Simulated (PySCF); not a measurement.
Spinor energies of Eu⁶⁰⁺ (europium, charge +60)

Start: [He] 2s1; 2s1/2 filled at m_j = +1/2. Calculated with PySCF 2.14 in an even-tempered Gaussian basis (17 s from 42 bohr⁻², ratio 2.4; 13 p from 55 bohr⁻², ratio 2.4; 5 d from 170 bohr⁻², ratio 2.6; 4 f from 250 bohr⁻², ratio 2.6): generalised Hartree-Fock with the X2C-1e Hamiltonian and a Gaussian nucleus; one run each with spin-orbit coupling (SO) switched off, then screened by Boettger's factors.

```
spinor shell  electrons  ε, spin-free (eV)  ε, screened SO (eV)  weight of nominal j (screened SO)  rms radius, screened SO (bohr)
       1s1/2          2           -55613.0             -55613.0                              1.000                          0.0252
       2s1/2          1           -13753.4             -13753.4                              1.000                          0.0972
```

```tsv
quantity	spin-free	screened SO
E (hartree)	-4664.57433	-4664.57433
M_J	1/2	1/2
⟨J²⟩	0.750	0.750
⟨L²⟩	0.000	0.000
⟨S²⟩	0.750	0.750
```

Each row is a mean over spinors that exchange with the open shell spreads, by up to 50.508 eV (1s1/2).

Breit and QED terms are absent; they matter most for the inner s and p1/2 levels.

Densities and radii are taken from the X2C orbitals without a picture-change correction, which distorts them close to the nucleus.

Without spin-orbit coupling the j labels of p, d and f shells carry no meaning; the spin-free column gives the mean over the occupied spinors of each nl shell.
